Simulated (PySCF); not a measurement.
Ligands exchanged one at a time, Ga SiH3-SH. All species are isolated molecules in the gas phase. One relaxed conformer stands for each flexible species; it need not be the lowest. Strings in code marks are SMILES.

Level of theory: PySCF with PBE-D3(BJ)/def2-TZVP // PBE0-D3(BJ)/def2-TZVP. All candidates: neutral, multiplicity 1. 

```
Property          Value
-------------  --------
HOMO–LUMO gap   2.91 eV
LUMO           -3.37 eV
HOMO           -6.28 eV
```

Task: Which member has these values?
A. `[SH][Ga]([SH])[SH]`
B. `[SiH3][Ga]([SiH3])[SH]` (Si–Ga–S–H torsion 1°)
C. `[SiH3][Ga]([SiH3])[SiH3]`
D. `[SiH3][Ga]([SH])[SH]` (S–Ga–S–H torsion -179°, S–Ga–S–H torsion 0°)

Result: C, `[SiH3][Ga]([SiH3])[SiH3]`. The others give `[SH][Ga]([SH])[SH]`: 4.58 eV, -1.87 eV, -6.45 eV; `[SiH3][Ga]([SH])[SH]` (S–Ga–S–H torsion -179°, S–Ga–S–H torsion 0°): 4.00 eV, -2.29 eV, -6.29 eV; `[SiH3][Ga]([SiH3])[SH]` (Si–Ga–S–H torsion 1°): 3.62 eV, -2.79 eV, -6.40 eV
